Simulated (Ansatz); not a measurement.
Computed with Ansatz on PBE0-D4/def2-TZVP structures; ΔE is electronic, products minus reactants. CBS: MP2 limit from def2 TZ/QZ plus the TZ coupled-cluster correction, frozen cores. This one scheme is used for every species. DFT in def2-TZVPP. def2 core potentials past Kr. For Mo outer-core shells are correlated without core-valence functions, which leaves a few kJ/mol of doubt a bond. One conformer a species, not always the lowest.

`[OH][Mo]([OH])([OH])(=[S])[Cl]` + H₂O → `[OH][Mo]([OH])([OH])([OH])=[S]` + HCl  (formal hydrolysis of a Mo–Cl bond)

| species | PBE0-D4 energy (Eh) |
| --- | --- |
| `[OH][Mo]([OH])([OH])(=[S])[Cl]` | -1153.86050 |
| H₂O | -76.38097 |
| `[OH][Mo]([OH])([OH])([OH])=[S]` | -769.54471 |
| HCl | -460.66564 |

Problem. Work out ΔE.

Solution. ΔE = (-769.54471) + (-460.66564) − (-1153.86050) − (-76.38097) = 0.03112 Eh = +81.7 kJ/mol. CCSD(T)/CBS gives +70.1 kJ/mol.

Problem. What do rigid-rotor, harmonic-oscillator terms from PBE0-D4/def2-TZVP frequencies (298.15 K, 1 bar) make of the CCSD(T)/CBS value? (Best estimate.)

Solution. Computed: ΔZPE = -2.9 kJ/mol, ΔH = +64.8 kJ/mol, ΔS = -19 J/(mol·K), ΔG = +70.5 kJ/mol.

Largest T1 diagnostic among the species: 0.025, so the coupled-cluster value is less sure than usual.

From PBE to PBE0 (25 % exact exchange), in def2-TZVPP and without D4, ΔE moves by +7.8 kJ/mol. At CCSD(T), def2-SVP lies −12.3 kJ/mol from the extrapolated value and def2-TZVPP −9.0 kJ/mol.
